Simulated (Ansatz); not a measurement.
Ideal-gas functions of CBrClFI (`FC(Cl)(Br)I`) at 600 K and 1 bar, from an Ansatz frequency run at PBE0-D4/def2-TZVP.

Molar mass 273.27 g/mol, point group C1 (symmetry number 1), electronic degeneracy 1, moments of inertia 280.616, 644.296, 795.441 u Å². Harmonic wavenumbers (cm⁻¹, unscaled): 135, 179, 248, 281, 333, 462, 725, 799, 1107.

Use S(trans) = R[1.5 ln M + 2.5 ln T − 1.1517]; rotational temperatures θ = 24.2544 K / I; S(rot) = R[ln(√π/σ · √(T³/θAθBθC)) + 1.5]; for each mode x = 1.438777 ν̃/T, S = R[x/(eˣ − 1) − ln(1 − e⁻ˣ)] and H = RT x/(eˣ − 1); 1 cm⁻¹ = 0.0119627 kJ/mol; R = 8.31446 J/(mol·K).

Question: By hand: the entropy, in J/(mol·K).

Answer: Translation 193.4. Rotation: θ = 0.0864, 0.0376, 0.0305 K, giving 135.3. Vibration, mode by mode: 17.73, 15.41, 12.76, 11.75, 10.40, 7.88, 4.69, 4.07, 2.28, in all 87.0. Electronic 0.0. Sum 415.7 J/(mol·K).

Question: By hand: H − E and G − E in kJ/mol, counted from the electronic energy.

Answer: Zero-point energy ½ × 4269 × 0.0119627 = 25.5; thermal vibration 25.9; translation, rotation and pV give 4 RT = 20.0. H − E = 71.4 kJ/mol, and G − E = 71.4 − 600 × 415.7/1000 = -178.0 kJ/mol.

Vibration gives 21 % of the entropy, 17.7 J/(mol·K) of it from the mode under 150 cm⁻¹: soft modes count most, and the harmonic formula is weakest for them. The sum counts one conformer and one mirror image; others add a mixing term.
